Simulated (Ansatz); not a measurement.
CdF+, closed-shell singlet (lowest of 2S+1 = 1, 3 at CCSD(T)/def2-TZVPP on PBE0 minima; our sources give no spin for the ground state, which may be another), most abundant isotopes (113.9034 and 18.9984 u). Constants from fifth-degree fits in 1/R to seven points on the lowest solution found; no spin–orbit coupling, no relativity up to Kr; ω_e x_e and α_e move by some per cent with the fit.

Correlated levels freeze the inner cores; with def2 sets outer-core shells near the valence are correlated too. CBS: X⁻³ extrapolation of the correlation energy, Hartree–Fock from the larger set.

Programs: Ansatz (a program for electronic structure) with Gaussian orbitals. Each number belongs to the level named beside it. In def2 rows elements past Kr take small-core potentials, without spin–orbit coupling.

| level | r_e (Å) | ω_e (cm⁻¹) | ω_e x_e (cm⁻¹) | α_e (cm⁻¹) |
|---|---|---|---|---|
| PBE/def2-TZVPP | 1.9223 | 580.4 | 3.15 | 0.00200 |
| CCSD(T)/CBS(def2-TZVPP, def2-QZVPP) | 1.8977 | 638.9 | 3.29 | 0.00185 |

Task: Derive the rotational constants, the centrifugal constant, the fundamental, the zero-point energy and the force constant.

Result: 
μ = 16.28257 u.
- PBE/def2-TZVPP: B_e = 16.8576/(μ r_e²) = 0.28017 cm⁻¹; B₀ = B_e − α_e/2 = 0.27917 cm⁻¹; D = 4B_e³/ω_e² = 2.61e-07 cm⁻¹; fundamental ω_e − 2ω_e x_e = 574 cm⁻¹; zero-point energy ω_e/2 − ω_e x_e/4 = 289 cm⁻¹; k = μ(2πcω_e)² = 323 N/m; the line J = 1 ← 0 at 2B₀ = 16.74 GHz
- CCSD(T)/CBS(def2-TZVPP, def2-QZVPP): B_e = 16.8576/(μ r_e²) = 0.28749 cm⁻¹; B₀ = B_e − α_e/2 = 0.28657 cm⁻¹; D = 4B_e³/ω_e² = 2.33e-07 cm⁻¹; fundamental ω_e − 2ω_e x_e = 632 cm⁻¹; zero-point energy ω_e/2 − ω_e x_e/4 = 319 cm⁻¹; k = μ(2πcω_e)² = 392 N/m; the line J = 1 ← 0 at 2B₀ = 17.18 GHz
